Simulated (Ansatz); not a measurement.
Born–Oppenheimer molecular dynamics of CH$_{5}$ClMgO$_{2}$ (10 atoms, charge 0, multiplicity 1). It starts at the highest image of a converged band, a first-order saddle point between two minima.

Computed with UKS B3LYP-D4/6-31G* (Ansatz).

```
ensemble                      : NVE (velocity Verlet)
time step                     : 0.5 fs
steps asked                   : 167
starting velocities drawn for : 300 K
seed                          : 2266
```

First frame:

```xyz
10
Properties=species:S:1:pos:R:3
Mg -1.202 0.084 1.113
O 0.051 -0.390 -0.295
C 0.450 -0.038 -1.606
Cl -3.352 0.252 1.610
H 0.731 -0.106 0.699
O 0.598 0.278 1.853
H 1.291 -0.662 -1.930
H 0.756 1.017 -1.669
H -0.383 -0.199 -2.300
H 1.060 -0.236 2.526
```

Q: How far do the bonds stretch over the last three quarters of this one trajectory? (Pairs bonded in most of those frames.)

A: 
```tsv
bond	mean (Å)	spread (Å)	shortest	longest
Mg1–O2	1.857	0.064	1.77	1.99
Mg1–Cl4	2.214	0.034	2.16	2.25
Mg1–O6	2.135	0.064	2.00	2.22
O2–C3	1.401	0.036	1.34	1.45
C3–H7	1.102	0.009	1.09	1.12
C3–H8	1.104	0.004	1.10	1.11
C3–H9	1.105	0.024	1.07	1.14
H5–O6	1.008	0.032	0.97	1.13
O6–H10	0.972	0.028	0.93	1.01
```

Mean temperature of the second half: 230 K. The conserved energy stayed within 0.19 meV per atom of its start (net change 0.022 meV per atom), so the integration is sound. A run of 0.084 ps of so small a system gives no equilibrium averages. The orbitals stay closed-shell, which can raise the energy where a bond breaks towards radicals; this wasn't checked here.

Run time: 12 min on 2 threads of Arm Neoverse V1, with other jobs on the host, peak memory 0.28 GiB.
